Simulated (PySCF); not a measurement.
Core-level binding energies of Si(OH)2Cl2

Si(OH)2Cl2.
Geometry (PBE0-D3(BJ)/def2-SVP, Å), atoms numbered from 1 in this order:
```xyz
7
Cl2H2O2Si angstrom
Si    -0.080   -0.001   -0.059
O     -0.083    0.003    1.572
H     -0.919   -0.151    2.021
O      1.492   -0.033   -0.497
H      1.701    0.149   -1.417
Cl    -1.004    1.659   -0.837
Cl    -1.108   -1.626   -0.784
```

Level of theory: delta-SCF UKS SCAN, pcX-2 on the ionised atom, pcseg-1 elsewhere, spin-free X2C (PySCF). Vertical ΔSCF values, vacuum level as zero.

What binding energy does each computed site have?

```csv
atom(s),bonded to,level,binding energy (eV),2p1/2 (eV),count
Si1,2 O and 2 Cl,Si 2p3/2,109.73,110.35,1
Cl6/Cl7,Si,Cl 2p3/2,206.53,208.19,2
O2/O4,H and Si,O 1s,539.63,–,2
Si1,2 O and 2 Cl,Si 1s,1850.02,–,1
Cl6/Cl7,Si,Cl 1s,2829.11,–,2
```

Which effective nuclear charge Zeff reproduces each element's mean 1s value in the hydrogen-like formula E = 13.606 eV × Zeff²?

O (Z = 8): mean 539.6 eV, Zeff = 6.30, Z − Zeff = 1.70; Si (Z = 14): mean 1850.0 eV, Zeff = 11.66, Z − Zeff = 2.34; Cl (Z = 17): mean 2829.1 eV, Zeff = 14.42, Z − Zeff = 2.58. Means run over the listed sites, weighted by atom count.

Which photon energy gives electrons from Cl 2p3/2 of Cl6/Cl7 a kinetic energy of 20 eV, and what is their de Broglie wavelength?

hν = 206.53 + 20 = 226.53 eV, recoil neglected; λ = 12.264 Å/√(E/eV) = 2.74 Å.

The first atom of each set that the bonding makes equivalent was ionised and stands for the set. 2p3/2 and 2p1/2 are the ΔSCF energy of one spin-free 2p hole plus the eigenvalues of a spin–orbit and ligand-field matrix of the shell. 2p1/2 minus 2p3/2 (ligand field included): Si 0.63 eV, Cl 1.65 eV. Isolated species at its PBE0-D3(BJ)/def2-SVP geometry (one conformer only).
